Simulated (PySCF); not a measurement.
Computed structure and properties of Dy(BH4)3

System: Dy(BH4)3 (singlet in the valence; each metal's 4f electrons, 9 of them, lie in its core potential, out of spins and levels); start: template (C3h). Method: PySCF 2.14.0, RKS B3LYP, Dy lcecp-1-SVP with ECP55, B def2-SVP, H def2-SVP; non-relativistic Hamiltonian with scalar-relativistic core potentials where named; density fitting; no spin-orbit coupling.

Input of the relaxation:

```python
mol = gto.M(atom='''
Dy     0.00000     0.00000     0.00000
B      2.46218    -0.00000     0.00000
H      3.66217    -0.00000     0.00000
H      2.04627    -0.58941     1.02080
H      2.04627    -0.58941    -1.02080
H      2.04627     1.17879     0.00000
B     -1.23109     2.13231     0.00000
H     -1.83108     3.17153     0.00000
H     -0.51269     2.06683     1.02080
H     -0.51269     2.06683    -1.02080
H     -2.04400     1.18273     0.00000
B     -1.23109    -2.13231     0.00000
H     -1.83108    -3.17153     0.00000
H     -1.53358    -1.47742     1.02080
H     -1.53358    -1.47742    -1.02080
H     -0.00228    -2.36152     0.00000''',
    basis={'Dy': 'lcecp-1-SVP', 'B': 'def2-SVP', 'H': 'def2-SVP'},
    ecp={'Dy': 'lcecp-1-SVP'},
    charge=0, spin=0)
mf = dft.RKS(mol, xc='B3LYP')
mf.grids.atom_grid = (50, 194)  # f atoms: unpruned, at least (60, 302)
mf = mf.density_fit()  # fitting sets: Dy AutoAux, B def2-universal-JKFIT, H def2-universal-JKFIT
mf.conv_tol = 1e-08; mf.max_cycle = 55
mf.kernel(dm0)  # dm0: converged density of the start geometry
# quasi-Newton relaxation in Cartesian coordinates to a largest gradient under 0.00045 Eh/bohr, steps kept in the point group
```

Run from Python with OMP_NUM_THREADS=4; the lines above give its settings. Where DIIS fails, smearing, a level shift and second-order steps follow.
It took 34 s on 4 threads of Arm Neoverse V1, with other jobs on the host, from the converged density of the start.

Course of the relaxation:

```
step  energy above end (eV)  largest force component within the symmetry (eV/Å)
   0                 0.1719                                               0.652
   1                 0.0944                                               0.422
   2                 0.0137                                               0.157
   3                 0.0073                                               0.153
   4                 0.0005                                               0.037
   5                 0.0003                                               0.021
   6                 0.0001                                               0.018
   7                 0.0000                                               0.019
```

Relaxed geometry (C3h):

```xyz
16

Dy    0.0000    0.0000    0.0000
B     2.4610    0.0156    0.0000
H     3.6633   -0.0194    0.0000
H     1.9502   -0.5652    0.9968
H     1.9502   -0.5652   -0.9968
H     1.9887    1.1697    0.0000
B    -1.2440    2.1235    0.0000
H    -1.8148    3.1822    0.0000
H    -0.4856    1.9715    0.9968
H    -0.4856    1.9715   -0.9968
H    -2.0073    1.1375    0.0000
B    -1.2170   -2.1391    0.0000
H    -1.8485   -3.1627    0.0000
H    -1.4646   -1.4063    0.9968
H    -1.4646   -1.4063   -0.9968
H     0.0186   -2.3071    0.0000
```

```json
{"contact": "Dy1–H4 (BH4)", "Å": "2.262"}
{"contact": "Dy1–H9 (BH4)", "Å": "2.262"}
{"contact": "Dy1–H14 (BH4)", "Å": "2.262"}
```

On the finer grid (75, 302):

The HOMO is -9.31 eV, the LUMO is -3.07 eV and the dipole about the centre of mass is 0.00 D. The set of Mulliken populations of Dy1 outside the core potential is s 2.49, p 6.59, d 1.44, f 0.05. The D3(BJ) dispersion energy (not in the energies) is -0.591 eV.

| atom | Mulliken (e) | Löwdin (e) | spin (e) |
| --- | --- | --- | --- |
| Dy1 | 0.44 | 0.56 | 0.00 |
| B2 | -0.05 | -0.30 | 0.00 |
| H3 | 0.00 | 0.00 | 0.00 |
| H4 | -0.04 | 0.04 | 0.00 |
| H5 | -0.04 | 0.04 | 0.00 |
| H6 | -0.01 | 0.04 | 0.00 |
| B7 | -0.05 | -0.30 | 0.00 |
| H8 | 0.00 | 0.00 | 0.00 |
| H9 | -0.04 | 0.04 | 0.00 |
| H10 | -0.04 | 0.04 | 0.00 |
| H11 | -0.01 | 0.04 | 0.00 |
| B12 | -0.05 | -0.30 | 0.00 |
| H13 | 0.00 | 0.00 | 0.00 |
| H14 | -0.04 | 0.04 | 0.00 |
| H15 | -0.04 | 0.04 | 0.00 |
| H16 | -0.01 | 0.04 | 0.00 |

The 4f levels lie in the core potential and are missing. Their spin isn't counted.

On the grid (50, 194), as all that follows. Harmonic modes: a minimum within the noise of the softest modes; lowest 41 cm⁻¹ (negative: unstable), highest 2634 cm⁻¹, zero-point energy 3.189 eV.

Taking off one BH4 (charge -1, singlet; the rest: singlet) in vacuum, both parts rigid, costs 8.32 eV; the small basis without counterpoise inflates it. Most of it is the attraction of opposite charges; other ways to part are cheaper, and one spin state was tried for the rest.

Rigid scan of BH4 along the line from its metal:

(distance to B2 (Å), energy (eV)): (2.16, 0.810), (2.26, 0.318), (2.36, 0.071), (2.46, 0.000), (2.56, 0.053), (2.66, 0.191), (2.86, 0.614), (3.16, 1.372), (3.56, 2.328), (4.06, 3.294)

One start shape was tried, so this needn't be the lowest isomer.

An lcecp potential fixes the number of 4f electrons, so in runs with it no electron can move into or out of that shell.
